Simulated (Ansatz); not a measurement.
`N[SiH2]O[SiH2][SiH3]` + `C=N` → `C=N[SiH2]N` + `O[SiH2][SiH3]`  (ligand exchange at the Si–O bond)

Isolated molecules relaxed with PBE0-D4/def2-TZVP in Ansatz; ΔE leaves out vibrations. CCSD(T)/CBS is the MP2 limit (def2-TZVPP, def2-QZVPP) plus CCSD(T) − MP2 in def2-TZVPP, frozen cores. This one scheme is used for every species. Functionals use def2-TZVPP. Each species was taken in one conformer, which may not be the lowest.

`N[SiH2]O[SiH2][SiH3]`:

Cartesian coordinates in Å:
```
N -1.764 -0.495 -0.761
Si -1.809 0.666 0.486
O -0.341 1.048 1.110
Si 1.260 0.736 0.964
Si 1.722 -0.853 -0.701
H -1.762 -1.486 -0.597
H -1.612 -0.264 -1.727
H -2.619 0.116 1.597
H -2.381 1.913 -0.073
H 1.778 0.240 2.269
H 1.975 2.002 0.642
H 1.074 -2.162 -0.413
H 1.282 -0.391 -2.046
H 3.196 -1.071 -0.750
```

`C=N`:

```xyz
5

C    -0.012    0.107   -0.375
N    -0.553   -0.144    0.736
H     1.063    0.042   -0.578
H    -0.644    0.413   -1.211
H     0.146   -0.418    1.428
```

`C=N[SiH2]N`:

Cartesian coordinates in Å:
```
C -1.696 0.728 0.770
N -1.082 0.288 -0.235
Si 0.361 -0.696 -0.118
N 1.709 -0.055 -0.949
H -2.599 1.340 0.650
H -1.389 0.541 1.813
H 0.749 -0.843 1.316
H 0.009 -1.997 -0.734
H 1.716 -0.024 -1.955
H 2.222 0.719 -0.559
```

`O[SiH2][SiH3]`:

Z-matrix (Å, degrees):
```
Si
Si 1 2.347
O 1 1.654 2 112.4
H 1 1.484 2 110.6 3 117.6
H 1 1.493 2 108.5 3 -123.5
H 2 1.489 1 110.0 3 177.8
H 2 1.491 1 110.1 3 58.6
H 2 1.488 1 111.4 3 -61.5
H 3 0.958 1 117.6 2 -58.8
```

```
    level  ΔE (kJ/mol)
r2SCAN-D4         83.0
      PBE         70.8
```

Q: What does CCSD(T)/CBS give? (Best estimate.)

A: Ansatz gave: +85.3 kJ/mol. The listed levels differ from it by -2.3, -14.5 kJ/mol.

Largest T1 diagnostic among the species: 0.012.

From PBE to PBE0 (25 % exact exchange), in def2-TZVPP and without D4, ΔE moves by +4.9 kJ/mol. The D4 term adds +9.0 kJ/mol with B3LYP and +5.4 kJ/mol with PBE0; it sums over pairs of atoms, weighted by their polarisabilities, and B3LYP, whose exchange is more repulsive, gets the larger term.

B3LYP here is the variant with VWN-RPA as its local correlation; programs differ in this.
